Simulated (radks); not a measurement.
The numbers below are computed, except where a source is named.
The mean radii <r> (bohr) of the occupied orbitals of an atom or ion are listed with their occupations. Level of theory: Dirac Kohn-Sham, PBE, spin-unpolarised, spherical densities, point nucleus (a radial shooting solver on a logarithmic mesh with Libxc functionals).

| orbital | occ. | <r> |
|---|---|---|
| 1s1/2 | 2 | 0.01658 |
| 2s1/2 | 2 | 0.06923 |
| 2p1/2 | 2 | 0.05692 |
| 2p3/2 | 4 | 0.06560 |
| 3s1/2 | 2 | 0.1801 |
| 3p1/2 | 2 | 0.1704 |
| 3p3/2 | 4 | 0.1863 |
| 3d3/2 | 4 | 0.1621 |
| 3d5/2 | 6 | 0.1670 |
| 4s1/2 | 2 | 0.3990 |
| 4p1/2 | 2 | 0.4011 |
| 4p3/2 | 4 | 0.4353 |
| 4d3/2 | 4 | 0.4424 |
| 4d5/2 | 6 | 0.4535 |
| 5s1/2 | 2 | 0.8981 |
| 4f5/2 | 6 | 0.4787 |
| 4f7/2 | 8 | 0.4853 |
| 5p1/2 | 2 | 0.9634 |
| 5p3/2 | 4 | 1.053 |
| 5d3/2 | 3.2 | 1.317 |
| 5d5/2 | 4.8 | 1.355 |

Name the element and its charge. Open shells, if any, are shared by 2j + 1.

Answer. Z = 80, mercury, charge +4: Hg4+ in [Xe] 4f14 5d8. The 1s radius gives Z: for a bare nucleus <r> = (2 gamma + 1)/(2Z) with gamma = sqrt(1 - (Z/c)^2), 0.0164 bohr for Z = 80, and screening makes it slightly larger (0.01658 here). The occupations add up to 76, and the charge is Z minus that.
